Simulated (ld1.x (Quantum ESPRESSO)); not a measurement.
**Before and after: ultrasoft potential for krypton (Kr)**

| Property | Result |
| --- | --- |
| Element | Kr |
| Generator | ld1.x (Quantum ESPRESSO) 7.5 |
| Type | ultrasoft |
| Functional | LDA (PZ) |
| Relativity | scalar-relativistic |
| Frozen core | [Ar] 3d10 |
| Valence charge | 8 |
| Reference configuration | 4s2 4p5.75 (charge +0.25) |
| Partial waves | 4s (bound): rcut 1.25, rcutus 1.40 bohr; 4s channel at -0.45 Ry: rcut 1.25, rcutus 1.40 bohr; 4p (bound): rcut 1.45, rcutus 1.55 bohr; 4p channel at -0.1 Ry: rcut 1.45, rcutus 1.55 bohr; 4d channel at 0.35 Ry: rcut 1.35, rcutus 1.45 bohr; 4d channel at 2.85 Ry: rcut 1.35, rcutus 1.45 bohr |
| Local potential | all-electron potential smoothed inside 1.15 bohr (lloc = -2) |
| Core correction | none |
| Augmentation charge | PSQ, inside the norm-conserving radii |

Change: all radii scaled by about 1.10 (s 1.54, p 1.70, d 1.60 bohr, rcut 1.38/1.60/1.48); local potential all-electron potential smoothed inside 1.26 bohr (lloc = -2).

Cutoffs: the cutoffs (Ry, on a coarse ladder) from which the occupation-weighted sum of valence levels, in a spherical-Bessel basis at the reference potential, stays within 10 and 1 mRy of its value at 400 Ry; they do not see the model core or the augmentation charge, which bear on the density cutoff. Errors are all-electron minus pseudo energies relative to the spin-unpolarised reference configuration.

How do hardness, ghosts and transferability respond?

The potential gets softer (21 Ry and 40 Ry → 21 Ry and 30 Ry); of the 9 tests that both files solve, the error grows in 0 and shrinks in 2 by more than 15 % and 0.3 meV (median size 2.7 → 2.1 meV); neither file shows a bound ghost. A larger radius leaves more room for a smooth pseudo-wave, so fewer plane waves are needed.

| quantity | base | changed |
| --- | --- | --- |
| cutoff, loose | 21 Ry | 21 Ry |
| cutoff, tight | 40 Ry | 30 Ry |
| loose cutoff by channel (10 mRy a level) | s 15 Ry, p 12 Ry | s 6 Ry, p 15 Ry |
| bound ghosts | none | none |
| error for 4s2 4p6, meV [ΔE -2.65 eV] | +0.6 | +0.6 |
| error for 4s2 4p5, meV [ΔE 11.78 eV] | -2.7 | -2.6 |
| error for 4s2 4p4, meV [ΔE 37.12 eV] | -8.7 | -8.5 |
| error for 4s2 4p5.5, meV [ΔE 3.28 eV] | -0.7 | -0.7 |
| error for 4s2 4p3, meV [ΔE 74.39 eV] | -15 | -14 |
| error for 4s2 4p2, meV [ΔE 124.47 eV] | -10 | -2.1 |
| error for 4s1 4p6, meV [ΔE 26.32 eV] | -1.0 | -0.6 |
| error for 4s2 4p5.75 (spin-polarised), meV [ΔE -0.01 eV] | +1.4 | +1.3 |
| error for 4s2 4p5 (spin-polarised), meV [ΔE 11.61 eV] | +24 | +23 |
| lowest overlap eigenvalue by channel | s 0.42, p 0.61, d 0.89 | s 0.38, p 0.65, d 0.92 |
